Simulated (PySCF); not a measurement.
Ionisation energy of Yb⁴⁸⁺ by level of theory

Yb⁴⁸⁺ [Ar] 3d4 (5D) → Yb⁴⁹⁺ [Ar] 3d3 (4F), as a difference of total energies. Computed with PySCF 2.14 in an uncontracted even-tempered set (17 s from 11 bohr⁻², ratio 2.5; 12 p from 14 bohr⁻², ratio 2.5; 7 d from 14 bohr⁻², ratio 2.5; 4 f from 52 bohr⁻², ratio 2.7; 3 g from 78 bohr⁻², ratio 2.7), with scalar relativity by spin-free X2C-1e. Correlated levels: outer shells: [Ne] frozen; virtual orbitals above 40 to 60 times the deepest correlated orbital energy dropped. The calculations carry no spin-orbit coupling.

```
                method  ionisation energy (eV)
                   UHF                  4214.6
                   LDA                  4213.5
                   PBE                  4212.5
                  PBE0                  4213.6
                r2SCAN                  4212.6
                  BP86                  4212.6
                 M06-L                  4214.5
    MP2 (outer shells)                  4215.0
SCS-MP2 (outer shells)                  4214.5
```

Spin-orbit coupling is strong in these open shells (close to jj coupling). The scalar numbers leave it out and a first-order estimate fails, so it can dominate the gap to the real levels.

Breit and QED terms and the two-electron picture change are absent.

For comparison: 4238 ± 4 eV (theoretical estimate listed by NIST; NIST Atomic Spectra Database, ionization energies).
